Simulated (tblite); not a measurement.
Compound: C₄H₈N₂PSi (doublet state).
Cartesian coordinates in Å at the GFN2-xTB level; atoms count from 1:
```
atom  x, y, z in Å
C1     3.1360   -0.3000    0.5719
N2     2.0615    0.3412    0.4063
C3     0.9028   -0.2065   -0.0084
C4     0.5237   -1.1901   -0.8208
C5    -0.9526   -1.2058   -0.9953
Si6   -0.9641    0.2510    0.3007
N7    -1.4426   -0.0794    1.9236
P8    -1.9967    2.1534   -0.3275
H9     4.0139    0.2458    0.8857
H10    3.2346   -1.3766    0.4167
H11   -1.2606   -0.9753   -2.0131
H12   -1.4060   -2.1527   -0.7089
H13   -1.0899   -0.8971    2.3935
H14   -2.3880    0.1207    2.2069
H15   -1.1937    2.3360   -1.4398
H16   -1.1858    2.9445    0.4644
```

Computed values, GFN2-xTB/tblite, gas phase, harmonic and unscaled. Against measured fundamentals such values can be off by several per cent, at times by over 20. Modes of hydrogen on phosphorus can be 10 to 20 % off. One conformer, not necessarily the lowest. Open shells enter through the occupations alone, without spin polarisation, and single modes of such species can be off by tens of per cent.

Harmonic wavenumbers (cm⁻¹): 55.4, 61.8, 73.3, 95.1, 141.9, 149.5, 171.3, 190.7, 230.9, 307.5, 366.2, 408.9, 448.4, 537.3, 589.5, 662.7, 684.2, 693.7, 711.5, 736.4, 792.5, 899.0, 927.3, 974.2, 999.3, 1091.4, 1113.1, 1136.3, 1156.3, 1407.1, 1448.4, 1485.8, 1563.9, 1665.0, 2313.9, 2393.9, 2912.5, 2984.1, 2999.2, 3066.3, 3461.7, 3506.4.

A = 2178, B = 887.8, C = 835.1 MHz; mass 143.019 u (most abundant isotopes); point group C1, symmetry number 1; spin multiplicity 2.

Task: Zero-point energy?

Result: Half the sum of the wavenumbers: 23807 cm⁻¹ = 284.79 kJ/mol.

Task: Give the ideal-gas entropy at 500 K and 1 bar in the rigid-rotor, harmonic-oscillator model (classical rotation).

Result: Translation 181.50, rotation 130.62, vibration 239.31, spin (R ln 2) 5.76: S = 557.2 J/(mol K).

Task: And Cp and H(500 K) − H(0)?

Result: Cp = 231.23 J/(mol K), of which vibrations give 197.97 (their classical limit is 42 R = 349.2); H(500 K) − H(0) = 74.27 kJ/mol without the zero-point energy, 57.64 from vibrations.

Task: Which modes carry the vibrational entropy at 500 K?

Result: 55.4 cm⁻¹: 23.59; 61.8 cm⁻¹: 22.68; 73.3 cm⁻¹: 21.27; 95.1 cm⁻¹: 19.11; 141.9 cm⁻¹: 15.82; 149.5 cm⁻¹: 15.39 J/(mol K); the other 36 give 121.44 together.

Task: How do the functions run with temperature in this model?

Result: 
```
T (K)  S (J/(mol K))  Cp (J/(mol K))  H − H(0) (kJ/mol)  G − H(0) (kJ/mol)  ln q(vib)
  100          313.2            93.7               6.28             -25.04       2.33
  200          391.4           135.8              17.80             -60.49       5.81
  300          453.9           173.9              33.33            -102.83       9.04
  800          678.0           282.0             151.98            -390.43      22.58
 1000          743.4           303.8             210.67            -532.73      27.07
```

q(vib) and H(0) count from the zero-point level.

Task: Blend soft modes into free rotors: weight 1/[1 + (100 cm⁻¹/ν̃)⁴] for the oscillator and the rest for a rotor with moment μB/(μ + B), μ = h/(8π²ν), B = 10⁻⁴⁴ kg m². What vibrational entropy results?

Result: 218.36 J/(mol K) in place of 239.31, which changes −T·S at 500 K by +10.47 kJ/mol.

Task: What must be added to the electronic energy to get the Gibbs energy at 500 K and 1 bar?

Result: ZPE + [H(500 K) − H(0)] − T·S = 284.79 + 74.27 − 278.60 = 80.46 kJ/mol.

Hindered rotation and anharmonicity are outside this model. Other conformers, if any are populated, would add a mixing term that is left out. The structure is chiral; the term R ln 2 for an equal mix with its mirror image is left out.

Hardware: an Arm Neoverse V1 with one thread, no GPU (shared host). Cost: 0.72 s. This covers the Hessian and the dipole derivatives.
